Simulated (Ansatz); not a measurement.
Consider the formal exchange of groups at the Si–Cl bond: `S[SiH](Cl)CCl` + CH₄ → `C[SiH](S)CCl` + HCl.

Computed with Ansatz on PBE0-D4/def2-TZVP structures; ΔE is electronic, products minus reactants. CCSD(T)/CBS adds triple-zeta CCSD(T) − MP2 to the extrapolated MP2 energy (def2 sets, frozen cores). This one scheme is used for every species. Functionals use def2-TZVPP. B3LYP here is the variant with VWN-RPA as its local correlation; programs differ in this. One conformer a species, not always the lowest.

| level | ΔE (kJ/mol) | difference from CCSD(T)/CBS |
| --- | --- | --- |
| PBE-D4 | 100.3 | -1.0 |
| r2SCAN-D4 | 104.8 | 3.5 |
| PBE0-D4 | 101.0 | -0.3 |
| B3LYP-D4 | 104.0 | 2.7 |
| ωB97M-V | 102.3 | 1.0 |
| r2SCAN | 105.3 | 4.0 |
| PBE0 | 101.5 | 0.2 |
| HF/def2-TZVPP | 109.3 | 8.0 |
| MP2/def2-TZVPP | 103.4 | 2.1 |
| SCS-MP2/def2-TZVPP | 103.0 | 1.7 |
| CCSD(T)/def2-TZVPP | 97.8 | -3.5 |
| HF/def2-QZVPP | 109.1 | 7.8 |
| MP2/def2-QZVPP | 105.4 | 4.1 |
| SCS-MP2/def2-QZVPP | 104.9 | 3.6 |
| MP2/CBS(def2) | 106.9 | 5.6 |
| CCSD/CBS(def2) | 101.4 | 0.1 |
| CCSD(T)/CBS | 101.3 | 0 |

Largest T1 diagnostic among the species: 0.010.

In def2-TZVPP, CCSD(T) changes the Hartree–Fock value by −11.4 kJ/mol (the triples alone add −0.1 kJ/mol) and MP2 by −5.9 kJ/mol.
